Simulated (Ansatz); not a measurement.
A structure relaxed at r2SCAN-D4/def2-SVPD in Ansatz, charge -3, singlet:

Cartesian coordinates in Å:
```
Sc 0.000 0.000 0.000
F -1.080 -1.471 -1.004
F 1.080 1.471 1.004
F -1.201 1.468 -0.861
F 1.201 -1.468 0.861
F 1.316 0.132 -1.609
F -1.316 -0.132 1.609
```

Task: Give its formula, name or SMILES and point group.

Result: [ScF6]3- (ScF₆³⁻). Point group Oh (tolerance 0.1 Å).

Task: Summarise the bond lengths by kind (pairs closer than 1.2 times the sum of covalent radii, bridged metal pairs left out).

Result: 6 × F–Sc 2.08 Å. The metal has 6 neighbours: F 2.08 Å, F 2.08 Å, F 2.08 Å, F 2.08 Å, F 2.08 Å, F 2.08 Å.

A multiply charged anion in the gas phase is held together partly by the finite basis. Removing one electron lowers the energy by 2.92 eV at PBE0-D4/def2-TZVPD, so it isn't bound. The highest occupied level of the charge -3 singlet lies above zero (up to 6.16 eV). By energy differences it is unbound by 2.92 eV (vertical, against the charge -2 doublet, at PBE0-D4/def2-TZVPD) and held by the finite basis.
